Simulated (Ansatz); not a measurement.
Geometry optimisation, RKS B3LYP-D4/def2-SVP (Ansatz).

Input file:

```yaml
crystal:
  periodic: [false, false, false]
  atoms:
    - { symbol: Si, position_ang: [-0.656443, -0.803039, 0.645649] }
    - { symbol: C, position_ang: [0.615275, 0.094782, 1.703765] }
    - { symbol: H, position_ang: [-1.987139, -0.130262, 0.699097] }
    - { symbol: H, position_ang: [-0.823262, -2.156751, 1.269193] }
    - { symbol: Si, position_ang: [0.048382, -1.097391, -1.589774] }
    - { symbol: H, position_ang: [-0.096267, 1.848374, 0.256738] }
    - { symbol: Se, position_ang: [-0.843849, 2.467528, -0.883603] }
    - { symbol: H, position_ang: [0.907559, 1.108347, 1.395935] }
    - { symbol: H, position_ang: [0.246914, 0.162584, 2.7424] }
    - { symbol: H, position_ang: [1.537551, -0.509866, 1.726702] }
    - { symbol: H, position_ang: [1.342873, -0.37935, -1.814008] }
    - { symbol: H, position_ang: [-0.950946, -0.59689, -2.57589] }
    - { symbol: H, position_ang: [0.287238, -2.550661, -1.861919] }
    - { symbol: H, position_ang: [0.372016, 2.542696, -1.714287] }
basis:
  gaussian: { orbitals: def2-SVP }
hamiltonian:
  xc: b3lyp
  dispersion: d4
relax:
  f_tol: 0.03
  max_steps: 50
```

Run as:

```bash
$ ansatz run input.yaml --threads 4 --pin off --max-ram 5120MiB --backend cpu --events-out ev --progress --plain --runs-dir out
```

Where does it end, and by what steps?

It converged. The force dipped under the threshold on the way, but the program's further checks kept it going. After 20 steps the energy has fallen by 0.194 eV; H6 moved furthest, 1.34 Å.

```tsv
step	energy less start (eV)	largest force component (eV/Å)	accepted
0	0.0000	0.568	yes
1	-0.0937	0.169	yes
2	-0.1312	0.082	yes
3	-0.1485	0.156	yes
4	-0.1559	0.298	yes
5	-0.1641	0.310	yes
6	-0.1854	0.102	yes
7	-0.1897	0.074	yes
8	-0.1907	0.090	yes
9	-0.1912	0.065	yes
10	-0.1918	0.027	yes
11	-0.1921	0.015	yes
12	-0.1924	0.037	yes
13	-0.1926	0.041	yes
14	-0.1928	0.043	yes
15	-0.1930	0.046	yes
16	-0.1932	0.044	yes
17	-0.1933	0.066	yes
18	-0.1934	0.062	yes
19	-0.1936	0.024	yes
20	-0.1938	0.018	yes
```

```xyz
14
Properties=species:S:1:pos:R:3
Si -0.657 -0.952 0.696
C 0.683 -0.091 1.718
H -1.932 -0.175 0.748
H -0.940 -2.298 1.286
Si 0.027 -1.234 -1.546
H -0.558 3.106 0.169
Se -0.728 2.478 -1.156
H 0.909 0.900 1.296
H 0.358 0.041 2.763
H 1.613 -0.683 1.721
H 1.222 -0.389 -1.846
H -1.058 -0.872 -2.508
H 0.409 -2.658 -1.801
H 0.653 2.827 -1.540
```

Run time: 88 s on 4 threads of Arm Neoverse N1, on a shared host, peak memory 0.36 GiB.
